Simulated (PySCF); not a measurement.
Stepwise substitution at one centre (Si OCH3-C2H5). All species are isolated molecules in the gas phase. One relaxed conformer stands for each flexible species; it need not be the lowest. Strings in code marks are SMILES.

Calculation: TPSSh-D3(BJ)/def2-TZVP // B3LYP-D3(BJ)/def2-SVP in PySCF 2.14.0. Delta-SCF ions had no search for a lower state. Excitations are Tamm–Dancoff values on a coarser integration grid. The basis has no diffuse functions, so Rydberg states are missing or too high.

```
species                                            HOMO–LUMO gap (eV)  T1 excitation (TDA) (eV)  vertical ionisation energy (Delta-SCF) (eV)  HOMO (eV)
-------------------------------------------------  ------------------  ------------------------  -------------------------------------------  ---------
0 of 4 OCH3 replaced by C2H5 (`CO[Si](OC)(OC)OC`)                7.99                      7.31                                         9.36      -7.18
1 of 4 OCH3 replaced by C2H5                                     7.81                      7.20                                         9.19      -7.05
2 of 4 OCH3 replaced by C2H5 (`CC[Si](CC)(OC)OC`)                7.32                      6.77                                         8.74      -6.62
4 of 4 OCH3 replaced by C2H5 (`CC[Si](CC)(CC)CC`)                7.68                      7.08                                         9.02      -6.99
```
